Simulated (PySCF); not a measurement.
Results of a calculation; reference values are marked as such.
**C2H10O2PSi2**

C2H10O2PSi2 is a small molecule, neutral, doublet. The structure, one conformer, was relaxed in the gas phase by PBE0-D3(BJ)/def2-SVP. No frequency run checks that it is a minimum.

SMILES: [O]P(=O)(C[SiH3])C[SiH3]

```xyz
17

P     0.000   -0.157   -0.374
O     0.005   -0.367   -1.910
O    -0.003   -1.625    0.113
C    -1.472    0.718    0.162
Si   -3.027   -0.375    0.059
C     1.473    0.714    0.167
Si    3.023   -0.388    0.069
H    -1.592    1.612   -0.473
H    -1.343    1.063    1.201
H    -4.215    0.519    0.213
H    -3.084   -1.059   -1.261
H    -3.018   -1.368    1.169
H     1.341    1.063    1.204
H     1.602    1.604   -0.472
H     3.073   -1.078   -1.248
H     4.216    0.500    0.215
H     3.012   -1.375    1.185
```
Atom numbers follow the order of the file, from 1.

EPR values by unrestricted B3LYP, IGLO-III on C O P Si, pcH-1 on H.

Question: Predict g and the largest hyperfine couplings. Where does the spin sit?

Answer: g = 2.0080, 2.0106, 2.0126. The spin sits on O2 (56 %, bonded to 1 P), O3 (51 %, bonded to 1 P) by Mulliken populations.
```csv
atom,isotope,isotropic (MHz),"dipolar, principal values (MHz)"
O2,17O,-23.4,"-168.5, 82.5, 86.0"
O3,17O,-21.2,"-154.2, 75.6, 78.6"
P1,31P,-130.5,"-11.5, 5.5, 6.0"
H14,1H,8.2,"-2.5, -1.2, 3.7"
H8,1H,8.2,"-2.5, -1.2, 3.7"
C6,13C,-6.0,"-1.1, 0.3, 0.8"
```

Question: How do the isotropic couplings move with BHandHLYP?

Answer: O2 -23.4 to -37.0 MHz, O3 -21.2 to -29.8 MHz, P1 -130.5 to -194.0 MHz, H14 8.2 to 5.7 MHz.

The 2 runs behind this took 3.7 min in all, one thread each of Intel Xeon 6975P-C on a shared host, launched as `OMP_NUM_THREADS=1 python cluster_run.py task.json out`.
